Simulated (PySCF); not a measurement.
**How methods differ on the ionisation energy of Cl⁺**

Cl⁺ [Ne] 3s2 3p4 (3P) → Cl²⁺ [Ne] 3s2 3p3 (4S), as a difference of total energies. All numbers are calculated (PySCF 2.14, no relativity, point nucleus, in aug-cc-pV(T+d)Z with one added diffuse shell each of s, p, d, f type (7s6p5d3f, 71 functions)). Correlated levels: valence: [Ne] frozen. The calculations carry no spin-orbit coupling.

| method | ionisation energy (eV) |
| --- | --- |
| UHF | 22.594 |
| LDA | 23.965 |
| PBE | 23.849 |
| PBE0 | 23.844 |
| r2SCAN | 23.813 |
| TPSS | 23.909 |
| MN15 | 23.935 |
| r2SCAN0 | 23.800 |
| wB97X-V | 23.939 |
| MP2 (valence) | 23.376 |
| SCS-MP2 (valence) | 23.460 |

Task: How much does correlation contribute at MP2 (valence)?

Result: 23.376 − (22.594) = 0.782 eV, measured against UHF.

Errors of the correlated levels include the incompleteness of this basis and the frozen core.

For comparison: 23.771 eV (measured; NIST levels, between the centres of gravity of the two terms).
